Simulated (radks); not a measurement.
All-electron atom: Ce II in [Xe] 4f1 5d1 6s1 (not the ground configuration).

All-electron calculation, scalar-relativistic Kohn-Sham, r2SCAN, spin-polarised, spherical densities, finite nucleus; open shells are filled with parallel spins first (spin-orbit coupling, left out, can overturn this in heavy ions); meta-GGA in the generalised Kohn-Sham scheme; Fermi nuclear charge, rms radius 4.8771 fm. Program: a radial shooting solver on a logarithmic mesh with Libxc functionals.

Energy parts (hartree):
| part | energy |
|---|---|
| total | -8860.9064 |
| kinetic | 9391.4457 |
| electron-nucleus | -21449.7390 |
| Hartree | 3407.0202 |
| exchange-correlation | -209.6333 |

Orbitals (lengths in bohr, moments of r in powers of bohr; r(max) is where P^2 peaks):
| orbital | occ. | eigenvalue (hartree) | r(max) | <r> |
|---|---|---|---|---|
| 1s up | 1 | -1482.441 | 0.01574 | 0.02458 |
| 1s down | 1 | -1482.441 | 0.01574 | 0.02458 |
| 2s up | 1 | -238.2555 | 0.08902 | 0.1052 |
| 2s down | 1 | -238.2538 | 0.08902 | 0.1052 |
| 2p up | 3 | -213.2868 | 0.07169 | 0.09238 |
| 2p down | 3 | -213.2856 | 0.07169 | 0.09238 |
| 3s up | 1 | -51.75129 | 0.2543 | 0.2781 |
| 3s down | 1 | -51.73930 | 0.2543 | 0.2781 |
| 3p up | 3 | -43.76472 | 0.2490 | 0.2764 |
| 3p down | 3 | -43.75248 | 0.2490 | 0.2763 |
| 3d up | 5 | -32.42846 | 0.2055 | 0.2536 |
| 3d down | 5 | -32.41790 | 0.2055 | 0.2535 |
| 4s up | 1 | -10.77442 | 0.5932 | 0.6377 |
| 4s down | 1 | -10.73660 | 0.5931 | 0.6376 |
| 4p up | 3 | -8.15239 | 0.6190 | 0.6749 |
| 4p down | 3 | -8.11378 | 0.6189 | 0.6748 |
| 4d up | 5 | -4.36609 | 0.6522 | 0.7447 |
| 4d down | 5 | -4.32567 | 0.6520 | 0.7445 |
| 5s up | 1 | -1.76388 | 1.375 | 1.525 |
| 5s down | 1 | -1.72805 | 1.377 | 1.526 |
| 5p up | 3 | -1.11088 | 1.546 | 1.762 |
| 5p down | 3 | -1.07257 | 1.545 | 1.750 |
| 4f up | 1 | -0.41467 | 0.7073 | 1.103 |
| 4f down | 0 | -0.36925 | 0.7065 | 1.088 |
| 6s up | 1 | -0.33363 | 3.556 | 3.947 |
| 5d up | 1 | -0.32891 | 2.125 | 2.721 |
| 5d down | 0 | -0.25891 | 2.056 | 2.628 |

The highest occupied level is 5d up at -8.950 eV. The configuration is held as typed, so some empty levels lie below it. The spin density at the nucleus is 21.88 e/bohr^3 (1s 0.17, 2s -0.12, 3s -1.42, 4s -0.06, 5s 0.83, 6s 22.48). The density falls to 0.001 e/bohr^3 at r = 4.78 bohr. Summed over all electrons, <r^2> = 65.85 bohr^2, which gives a Langevin (diamagnetic) susceptibility term of -52.2 x 10^-6 cm^3/mol. The electron density at the nucleus is 3.975e+05 e/bohr^3 (large components only).
